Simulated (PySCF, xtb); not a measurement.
CH5FO2Si2, SMILES F[Si@H]1OCO[SiH2]1. One conformer was computed; it need not be the lowest.

Harmonic wavenumbers (cm⁻¹) from xtb with GFN2-xTB at its own minimum, in rising order: 66, 80, 144, 232, 343, 410, 473, 568, 592, 602, 686, 700, 746, 770, 796, 831, 1061, 1068, 1121, 1230, 1355, 1498, 2233, 2268, 2343, 2853, 2894.

Q: What does PBE0-D3(BJ)/def2-SVP run with PySCF 2.14.0 give at its own minimum? (An estimate is asked for; the answer gives what the named calculation found.)

A: 64, 108, 167, 285, 367, 441, 511, 613, 686, 718, 751, 756, 848, 864, 920, 964, 1109, 1144, 1194, 1269, 1440, 1526, 2242, 2245, 2298, 3041, 3111. Paired by order, the mean absolute difference is 69 cm⁻¹ and the zero-point energies are 40.0 and 42.4 kcal/mol.
